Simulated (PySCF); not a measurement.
## Polarisability and C₆ of Cu(2+) (copper, charge +2)

[Ar] 3d9, 2D determinant. All numbers are calculated (PySCF 2.14, scalar relativity by spin-free X2C-1e, in aug-cc-pVTZ-DK). Coupled (time-dependent) response in atomic units; α is the mean over directions.

```tsv
method	mean α (bohr³)	α xx, yy, zz	C₆ (like pair)	S(−4)
M06-2X	2.756	2.661, 2.661, 2.946	7.461	3.661
PW91	3.118	2.991, 2.991, 3.374	8.549	5.455
```

S(−4) is the Cauchy moment in α(ω) = α(0) + S(−4) ω² + …

α(iu) at M06-2X:

| u (hartree) | α(iu) (bohr³) |
| --- | --- |
| 0 | 2.756 |
| 0.0500 | 2.747 |
| 0.100 | 2.720 |
| 0.200 | 2.623 |
| 0.300 | 2.486 |
| 0.500 | 2.179 |
| 0.750 | 1.843 |
| 1.00 | 1.581 |
| 1.50 | 1.205 |
| 2.00 | 0.9483 |
| 3.00 | 0.6298 |
| 5.00 | 0.3374 |

A single London oscillator, α(iu) = α/(1 + u²/ω²), gives C₆ = (3/4) ω α². Matching the computed C₆ needs ω = 4 × 7.461 / (3 × 2.756²) = 1.31 hartree.

For an ion, C₆ is the dispersion term alone; charge-induced terms of lower order in 1/R come first.

The components differ because the open shell of this determinant is not spherical; for a pure term their mean is the scalar polarisability.
